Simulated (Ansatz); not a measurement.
CH$_{3}$N$_{2}$S (SMILES [NH]C(N)=S), doublet, at a GFN2-xTB geometry; Ansatz (a quantum-chemistry and plane-wave program) with WB97X/6-31G**.

Here is a job for Ansatz.
Ansatz 0.2 input:
```yaml
crystal:
  periodic: [false, false, false]
  atoms:
    - {symbol: N, position_ang: [0.91406629, -0.95725259, 0.86191633]}
    - {symbol: C, position_ang: [-0.03450728, -0.35682102, 0.26787259]}
    - {symbol: N, position_ang: [-1.31290476, -0.74035543, 0.39672808]}
    - {symbol: S, position_ang: [0.29385271, 1.03075722, -0.74617794]}
    - {symbol: H, position_ang: [1.84978886, -0.59957326, 0.73958914]}
    - {symbol: H, position_ang: [-1.52032107, -1.56769339, 0.92868803]}
    - {symbol: H, position_ang: [-2.03219825, -0.30066655, -0.14717652]}
basis:
  gaussian:
    orbitals: 6-31G__.json
hamiltonian:
  xc: {name: wB97X}
magnetization: {spin_polarized: true, initial_magnetization: 1}
```
The basis file holds 6-31G** in the JSON format of the Basis Set Exchange.

The log (banner, timings and long lists left out):

```
Functional definition: wB97X
746 factors; integrals over basis functions are off by at most 1.0e-3 eV
174 factors; integrals over basis functions are off by at most 7.1e-6 eV
mean field evaluation 1: about -14893.7943 eV, gradient 3.3e1 eV
mean field evaluation 2: about -14892.0016 eV, gradient 3.8e1 eV
mean field evaluation 4: about -14898.0518 eV, gradient 1.8e0 eV
mean field evaluation 8: about -14898.1931 eV, gradient 3.1e-1 eV
mean field evaluation 16: about -14898.1990 eV, gradient 1.7e-2 eV
mean field evaluation 32: about -14898.2010 eV, gradient 3.9e-6 eV
mean field -14898.20099335 eV, -547.4987881423 hartree, gradient 3.9e-6 eV, S^2 0.755747; 2 other end points of the search recorded, 0 dependent functions left out
reference -14898.20097435 eV, -547.4987874439 hartree; 20, 19 occupied and 59, 60 virtual orbitals, 746 factors
Total energy: -14898.20097435 eV, -547.4987874439 hartree
```
